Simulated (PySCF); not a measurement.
Cl₄H₂Si₂.

```xyz
8

Si     1.2132     1.3540     0.0000
Cl    -0.1834     2.8758     0.0000
Si     0.0066    -0.6177     0.0000
Cl    -1.1782    -0.7189     1.6647
Cl    -1.1782    -0.7189    -1.6647
Cl     1.2938    -2.2142     0.0000
H      2.0525     1.4443     1.2218
H      2.0525     1.4443    -1.2218
```

Coordinates come from a ωB97X-D3(BJ)/def2-SVP optimisation. One conformer was computed; it need not be the lowest.

Calculation: PBE/pcSseg-1 (PySCF). Non-relativistic, no solvent.

Computed absolute GIAO shielding of each atom: isotropic value and principal components (ppm):
| atom | σ(iso) | σ11 | σ22 | σ33 | span |
|---|---|---|---|---|---|
| Si1 | 363.5 | 328.3 | 336.2 | 425.9 | 97.7 |
| Cl2 | 1021.5 | 1007.8 | 1025.1 | 1031.7 | 23.8 |
| Si3 | 299.6 | 282.6 | 298.6 | 317.5 | 34.9 |
| Cl4 | 755.1 | 620.3 | 733.6 | 911.3 | 291.0 |
| Cl5 | 755.1 | 620.3 | 733.6 | 911.3 | 291.0 |
| Cl6 | 756.3 | 620.2 | 745.0 | 903.6 | 283.4 |
| H7 | 26.0 | 22.2 | 25.0 | 31.0 | 8.8 |
| H8 | 26.0 | 22.2 | 25.0 | 31.0 | 8.8 |
